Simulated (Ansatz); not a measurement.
Mulliken charges of FH$_{3}$S$_{2}$Si (`F[SiH2]SS`) from r2SCAN/def2-TZVPP in Ansatz (PBE0-D4/def2-TZVP geometry).

```tsv
atom	x (Å)	y (Å)	z (Å)	charge (e)
F1	-2.082	1.213	-0.054	-0.326
Si2	-0.581	0.685	0.099	0.623
S3	-0.320	-0.977	-1.214	-0.178
S4	1.640	-1.086	-0.565	-0.090
H5	0.338	1.777	-0.281	-0.067
H6	-0.387	0.246	1.498	-0.080
H7	1.453	-1.926	0.471	0.119
```

Q: By hand: the dipole of these point charges (1 e Å = 4.8032 D).

A: Σ q r = (0.407, -0.065, 0.301) e Å, of length 0.510 e Å = 2.45 D.

Q: How does the dipole of the full density compare? (An estimate is asked.)

A: Computed: (0.247, -0.138, 0.217) e Å, 1.71 D; the point charges give 1.43 times that, at 16° from its direction.

Point charges leave out the atoms' own dipoles, such as those of lone pairs, and Mulliken's split depends on the basis, so the two needn't agree.
